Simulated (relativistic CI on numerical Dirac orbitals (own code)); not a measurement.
What each ingredient does to the levels of La40+

Base calculation: Dirac-Coulomb-Breit CI, orbitals from a KLI potential per configuration, QED by a radiative potential, unscaled Slater integrals.

Configuration list (outside the closed core [Ne]): 3s2.3p5, 3s.3p6, 3s2.3p4.3d, 3s.3p5.3d, 3p6.3d, 3s.3p4.3d2, 3s2.3p3.3d.4p, 3p6.4s, 3s.3p4.3d.4s, 3s2.3p4.4s, 3p6.4p, 3s2.3p4.4p, 3s2.3p4.4d, 3p5.3d.4p, 3s.3p5.4s, 3s2.3p4.4f, 3s.3p5.4p, 3s.3p5.4d, 3s.3p5.4f, 3s2.3p4.5s, 3s2.3p4.5p, 3s2.3p3.4s.4p, 3s2.3p4.5d, 3s2.3p4.5f, 3s2.3p4.5g, 3s.3p4.4s2, 3s.3p5.5s, 3s.3p5.5p, 3s2.3p3.3d2, 3s2.3p2.3d3, 3s.3p3.3d3, 3s2.3p2.3d2.4s, 3s2.3p2.3d2.4p, 3s2.3p2.3d2.4d, 3p5.3d2, 3p4.3d3, 3p4.3d2.4s, 3p4.3d2.4p, 3p4.3d2.4d, 3s2.3p3.3d.4s, 3s.3p3.3d2.4s, 3s2.3p2.3d.4s2, 3s2.3p2.3d.4s.4p, 3s2.3p2.3d.4s.4d, 3p5.3d.4s, 3p4.3d.4s2, 3p4.3d.4s.4p, 3p4.3d.4s.4d, 3s2.3p3.4s2, 3s.3p3.3d.4s2, 3s2.3p2.4s2.4p, 3s2.3p2.4s2.4d, 3s2.3p3.4p2, 3s2.3p2.3d.4p2, 3s.3p3.3d.4p2, 3s2.3p2.4s.4p2, 3s2.3p2.4p3, 3s2.3p2.4p2.4d. Double excitations out of closed p, d and f shells are left out; levels of such configurations are missing from the list, as are those of other unlisted configurations, and high levels can miss mixing partners. These lack a partner that the ground configuration has and come out too high: 3s2.3p4.4f, 3s.3p5.4p, 3s.3p5.4d, 3s.3p5.4f, 3s2.3p4.5s.

Variants: (1) QED terms removed. Shifts of the energy above 3s2.3p5 2P°_3/2, in cm⁻¹, for the lowest level and the first level of each name with at least 55 % of one term (blank where a level changes its place among those of its configuration and J or its character, or is not in the variant):

| Level | Base | Δ(1) |
| --- | --- | --- |
| 3s2.3p5 2P°_3/2 | 0 | 0 |
| 3s2.3p5 2P°_1/2 | 807693 | -1253 |
| 3s2.3p4.3d 2D_3/2 | 1515999 | +1956 |
| 3s2.3p4.3d 4F_9/2 | 1566317 | +1437 |
| 3s.3p6 2S_1/2 | 1902682 | +7844 |
| 3s2.3p4.3d 4D_1/2 | 2094408 | +773 |
| 3s2.3p4.3d 2G_7/2 | 2225752 | +703 |
| 3s2.3p4.3d 2G_9/2 | 2399569 | +188 |

At this charge energies of transitions that change n are usually good to better than 1 %, and those within a shell (Δn = 0) to a few per cent.

Ionisation energy from the two ground configurations alone: base 3036.38 eV. The NIST ASD value (theoretical) is 3036 eV.

LS names give the leading component of a level, which can be under half, so a name can repeat, a term be missing and a line seem to break the LS rules.
